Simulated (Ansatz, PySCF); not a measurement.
Gas-phase reaction (SMILES): O[SiH](O)O [trihydroxysilane] + Cl (HCl) → O[Si](O)(O)Cl [chloro(trihydroxy)silane] + [H][H] (H2); hydrogen chloride cleaves one Si-H bond, a model of a ligand-exchange step.

Each molecule is optimised on its own at B3LYP-D3(BJ)/def2-TZVP (Ansatz, an electronic-structure program), one conformer each, not searched for the lowest. Cores are frozen in the correlated levels unless marked. Spin-orbit coupling is left out. Non-relativistic. CBS(X,Y): correlation extrapolated as X^-3; Hartree-Fock from the larger set. The bracket is a focal-point correction in the basis named. Thermal terms are rigid-rotor harmonic-oscillator values from B3LYP-D3(BJ) frequencies (Ansatz or PySCF) at 298.15 K and 1 atm. 1 Eh = 627.5095 kcal/mol.

```
species        E, RI-MP2/CBS(aug-cc-pV(T+d)Z,aug-cc-pV(Q+d)Z)+[CCSD(T)-MP2]/aug-cc-pV(T+d)Z (Ansatz) (Eh)  E, r2SCAN-D4/def2-TZVPD (Ansatz + dftd4) (Eh)  H - E (Eh)
-------------  ------------------------------------------------------------------------------------------  ---------------------------------------------  ----------
O[SiH](O)O                                                                                     -517.16771                                     -517.71215     0.05830
Cl (HCl)                                                                                       -460.37874                                     -460.78611     0.01000
O[Si](O)(O)Cl                                                                                  -976.40476                                     -977.36379     0.05273
[H][H] (H2)                                                                                      -1.17524                                       -1.17100     0.01336
```

**Question.** Work out ΔE and ΔH at 298.15 K at the first level, then ΔH at the second.

**Answer.** 
1. ΔE = [(-976.40476) + (-1.17524)] - [(-517.16771) + (-460.37874)] = -0.03355 Eh = -21.1 kcal/mol at RI-MP2/CBS(aug-cc-pV(T+d)Z,aug-cc-pV(Q+d)Z)+[CCSD(T)-MP2]/aug-cc-pV(T+d)Z.
2. The terms H - E add up to -0.00221 Eh, so ΔH = (-0.03355 + (-0.00221))×627.5095 = -22.4 kcal/mol.
3. At r2SCAN-D4/def2-TZVPD the same steps give ΔE = -22.9 and ΔH = -24.3 kcal/mol, a shift of -1.9 from the first level.
4. These values are not checked against measurement here, since the tables used lack a sound gas-phase enthalpy of formation for at least one species.
